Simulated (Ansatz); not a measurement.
```xyz
11

F     0.3762   -2.0179    0.3911
C     0.5122   -0.6726    0.2452
Cl    2.1942   -0.2477    0.6854
C     0.1456   -0.0923   -1.1220
B    -0.5088    1.0864   -0.3014
C    -0.4860    0.2023    1.0058
H     0.9287    0.0265   -1.8676
H    -0.6611   -0.7044   -1.5482
H    -0.8444    2.2001   -0.5552
H    -1.4382   -0.3418    1.0699
H    -0.2184    0.5615    1.9971
```

Charge 0, multiplicity 1.

List the B3LYP/def2-TZVPP orbital energies in eV (the Gaussian-basis code of Ansatz). (Best estimate.)

The calculation gave: Occupied: -2762.54, -671.84, -280.87, -276.90, -276.90, -257.27, -196.35, -196.13, -196.12, -184.40, -33.42, -24.07, -21.78, -18.88, -16.66, -14.51, -13.92, -13.09, -13.05, -11.96, -11.47, -10.69, -9.77, -8.93, -8.93, -8.75, -8.25. Lowest empty: -1.82, 0.20, 0.83, 1.40, 1.65, 2.05, 3.13, 3.26.

B3LYP here is the variant with VWN-RPA as its local correlation; programs differ in this.
